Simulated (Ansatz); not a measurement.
Sr (SMILES [Sr]), singlet (all electrons, no relativity); PBE/STO-3G (Ansatz, a quantum-chemistry and plane-wave program).

Here is a job for Ansatz.
Ansatz 0.2 input:
```yaml
crystal:
  periodic: [false, false, false]
  atoms:
    - {symbol: Sr, position_ang: [0.00000000, 0.00000000, 0.00000000]}
basis:
  gaussian:
    orbitals: STO-3G
hamiltonian:
  xc: pbe
```

What the program printed (banner, timings and long lists left out):

```
Functional definition: PBE
164 factors; integrals over basis functions are off by at most 5.5e-5 eV
mean field evaluation 1: about -84358.2008 eV, gradient 3.0e-1 eV
mean field evaluation 2: about -84358.2010 eV, gradient 9.0e-2 eV
mean field evaluation 4: about -84358.2010 eV, gradient 1.1e-2 eV
mean field -84358.20102767 eV, -3100.1067077244 hartree, gradient 5.9e-7 eV, S^2 0.000000; 0 other end points of the search recorded, 0 dependent functions left out
reference -84358.20104521 eV, -3100.1067083693 hartree; 19, 19 occupied and 3, 3 virtual orbitals, 164 factors
Total energy: -84358.20104521 eV, -3100.1067083693 hartree
```
